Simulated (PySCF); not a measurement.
Te(I)(GeH3) (GeH₃ITe), SMILES [GeH3][Te]I.

Geometry: B3LYP-D3(BJ)/def2-SVP. The structure was generated by enumeration, and PubChem lists no compound with its InChIKey, so it may never have been made. The def2 effective core potentials stand for the cores of I, Te; spin–orbit coupling is left out.

Two levels are set side by side: TDA-PBE/def2-SVPD (PySCF) and TDA-B3LYP/def2-SVPD (PySCF). Vertical, same geometry. The lowest singlet is HOMO→LUMO 100 % with PBE and HOMO→LUMO 100 % with the other functional; states are paired by order. Differences are taken from unrounded values.

```
quantity                               TDA-PBE
-------------------------------------  -------
lowest singlet excitation (eV)            1.83
lowest triplet excitation (TDA) (eV)      1.24
first bright state (f over 0.05) (eV)     5.13
its oscillator strength                   0.05
```

Q: These are the TDA-PBE values. What does TDA-B3LYP give? (Estimate from the structure and the level; the computed values follow.)

A: 
```json
[
 {"quantity": "lowest singlet excitation (eV)", "TDA-B3LYP": "1.91", "TDA-PBE minus TDA-B3LYP": "-0.08"},
 {"quantity": "lowest triplet excitation (TDA) (eV)", "TDA-B3LYP": "1.32", "TDA-PBE minus TDA-B3LYP": "-0.07"},
 {"quantity": "first bright state (f over 0.05) (eV)", "TDA-B3LYP": "5.82", "TDA-PBE minus TDA-B3LYP": "-0.68"},
 {"quantity": "its oscillator strength", "TDA-B3LYP": "0.10", "TDA-PBE minus TDA-B3LYP": "-0.05"}
]
```

A lower first singlet is the usual sign of a functional without exact exchange. Differences between two approximate levels are no errors against the true value.

Rough cost on one machine, each run with all the roots and properties that it gave: TDA-B3LYP against TDA-PBE about 3 times.
